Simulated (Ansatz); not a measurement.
This geometry of a periodic cell of 17 atoms, TiSi₁₆ (host Si, host structure diamond, interstitial Ti) is a first-order saddle point.

Computed with DFT PBE, scalar-relativistic, plane waves, PAW in Ansatz. Settings: PAW set soft_1, cutoff 420 eV, k mesh 2x2x2, fermi-dirac smearing 0.02 eV, no spin polarisation.

```xyz
17
Lattice="0.0000 5.4300 5.4300 5.4300 0.0000 5.4300 5.4300 5.4300 0.0000" Properties=species:S:1:pos:R:3
Si -0.177 0.178 0.174
Si 1.365 1.423 1.420
Si 2.776 2.655 0.009
Si 4.007 4.066 1.420
Si 2.775 0.013 2.652
Si 4.008 1.423 4.063
Si 5.418 2.656 2.652
Si 6.960 3.901 3.898
Si 0.129 2.815 2.819
Si 1.184 4.244 4.249
Si 2.613 5.299 2.819
Si 4.172 6.687 4.207
Si 2.613 2.816 5.304
Si 4.172 4.202 6.690
Si 5.601 5.258 5.262
Si 6.656 6.687 6.691
Ti 8.822 7.466 7.470
```

Q: Which two structures does it join? (They come from a converged band through this point; their orientation in space is the band's.)

A: Contacts lost: Si1–Ti17, Si2–Ti17, Si4–Ti17, Si6–Ti17. Contacts made: Si3–Ti17, Si5–Ti17, Si7–Ti17, Si8–Ti17. The atom that moves furthest is Ti17, by 2.36 Å; four of its nearest neighbours are Si9 2.43, Si13 2.43, Si11 2.43, Si1 2.43 Å at the first end and Si8 2.43, Si12 2.43, Si16 2.43, Si14 2.43 Å at the last.

Initial state:

```xyz
17
Lattice="0.0000 5.4300 5.4300 5.4300 0.0000 5.4300 5.4300 5.4300 0.0000" Properties=species:S:1:pos:R:3
Si 0.049 -0.045 -0.042
Si 1.396 1.357 1.359
Si 2.702 2.731 -0.012
Si 4.076 4.038 1.361
Si 2.703 -0.015 2.734
Si 4.077 1.358 4.041
Si 5.450 2.732 2.735
Si 6.791 4.074 4.077
Si 0.046 2.759 2.761
Si 1.359 4.070 4.074
Si 2.672 5.385 2.764
Si 4.074 6.787 4.111
Si 2.674 2.761 5.389
Si 4.075 4.109 6.790
Si 5.449 5.415 5.418
Si 6.755 6.788 6.792
Ti 9.505 6.786 6.790
```

Final state:

```xyz
17
Lattice="0.0000 5.4300 5.4300 5.4300 0.0000 5.4300 5.4300 5.4300 0.0000" Properties=species:S:1:pos:R:3
Si -0.007 0.003 0.003
Si 1.335 1.345 1.343
Si 2.709 2.716 0.037
Si 4.081 4.091 1.343
Si 2.710 0.039 2.714
Si 4.081 1.344 4.090
Si 5.387 2.716 2.715
Si 6.739 4.117 4.116
Si 0.028 2.719 2.716
Si 1.334 4.092 4.091
Si 2.707 5.397 2.716
Si 4.110 6.745 4.119
Si 2.708 2.718 5.396
Si 4.111 4.122 6.743
Si 5.426 5.431 5.426
Si 6.735 6.744 6.743
Ti 8.140 8.147 8.144
```

Q: How far does it lie above each of them?

A: 1.71 eV above the first and 1.71 eV above the second. This is the barrier of this one path; another mechanism may lie lower. Limits of this set-up: coarse k mesh, a small cell, in which the defect meets its images.

Run time: 21 min on 1 thread of Arm Neoverse V1 (shared host), peak memory 0.8 GiB.
